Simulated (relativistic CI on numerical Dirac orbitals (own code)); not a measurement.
One change at a time: Hf LVI

Base calculation: Dirac-Coulomb-Breit CI, orbitals from a KLI potential per configuration, model QED, unscaled Slater integrals.

Configurations in the expansion (outside the closed core [Ne]): 3s2.3p5, 3s.3p6, 3s2.3p4.3d, 3s.3p5.3d, 3p6.3d, 3s.3p4.3d2, 3s2.3p3.3d.4p, 3p6.4s, 3s.3p4.3d.4s, 3s2.3p4.4s, 3p6.4p, 3s2.3p4.4p, 3s2.3p4.4d, 3p5.3d.4p, 3s.3p5.4s, 3s2.3p4.4f, 3s.3p5.4p, 3s.3p5.4d, 3s.3p5.4f, 3s2.3p4.5s, 3s2.3p4.5p, 3s2.3p3.4s.4p, 3s2.3p4.5d, 3s2.3p4.5f, 3s2.3p4.5g, 3s.3p4.4s2, 3s.3p5.5s, 3s.3p5.5p, 3s2.3p3.3d2, 3s2.3p2.3d3, 3s.3p3.3d3, 3s2.3p2.3d2.4s, 3s2.3p2.3d2.4p, 3s2.3p2.3d2.4d, 3p5.3d2, 3p4.3d3, 3p4.3d2.4s, 3p4.3d2.4p, 3p4.3d2.4d, 3s2.3p3.3d.4s, 3s.3p3.3d2.4s, 3s2.3p2.3d.4s2, 3s2.3p2.3d.4s.4p, 3s2.3p2.3d.4s.4d, 3p5.3d.4s, 3p4.3d.4s2, 3p4.3d.4s.4p, 3p4.3d.4s.4d, 3s2.3p3.4s2, 3s.3p3.3d.4s2, 3s2.3p2.4s2.4p, 3s2.3p2.4s2.4d, 3s2.3p3.4p2, 3s2.3p2.3d.4p2, 3s.3p3.3d.4p2, 3s2.3p2.4s.4p2, 3s2.3p2.4p3, 3s2.3p2.4p2.4d. Double excitations out of closed p, d and f shells are left out; levels of such configurations are missing from the list, as are those of other unlisted configurations, and high levels can miss mixing partners. These lack a partner that the ground configuration has and come out too high: 3s2.3p4.4f, 3s.3p5.4p, 3s.3p5.4d, 3s.3p5.4f, 3s2.3p4.5s.

Variants: (1) valence Slater integrals scaled by 0.9; (2) configuration mixing switched off; (3) Breit term removed. Shifts of the energy above 3s2.3p5 2P°_3/2, in eV, for the lowest level and the first level of each name with at least 55 % of one term (blank where a level changes its place among those of its configuration and J or its character, or is not in the variant):

| Level | Base | Δ(1) | Δ(2) | Δ(3) |
| --- | --- | --- | --- | --- |
| 3s2.3p5 2P°_3/2 | 0.000 | 0.000 | 0.000 | 0.000 |
| 3s2.3p4.3d 2D_3/2 | 256.155 | -1.338 | -2.249 | +1.110 |
| 3s2.3p4.3d 4F_9/2 | 301.207 | +0.619 | -3.497 | +3.896 |
| 3s2.3p5 2P°_1/2 | 304.840 | +0.270 | +1.515 | +3.284 |
| 3s2.3p4.3d 2P_1/2 | 307.303 | +0.511 | +1.452 | +3.060 |
| 3s.3p6 2S_1/2 | 490.824 | +3.034 | +21.858 | +0.970 |
| 3s2.3p4.3d 4D_1/2 | 521.342 | +2.540 | -2.653 | +4.447 |
| 3s2.3p4.3d 2G_7/2 | 541.276 | +0.339 | -2.273 | +5.717 |
| 3s2.3p4.3d 2G_9/2 | 609.679 | +0.358 | -2.179 | +7.630 |
| 3s.3p5.3d 4P°_1/2 | 699.391 | +5.112 | +11.000 | +1.396 |

At this charge energies of transitions that change n are usually good to better than 1 %, and those within a shell (Δn = 0) to a few per cent.

Ionisation energy from the two ground configurations alone: base 5466.8 eV; Breit term removed 5472.46 eV. The NIST ASD value (theoretical) is 5468 eV.

LS names give the leading component of a level, which can be under half, so a name can repeat, a term be missing and a line seem to break the LS rules.
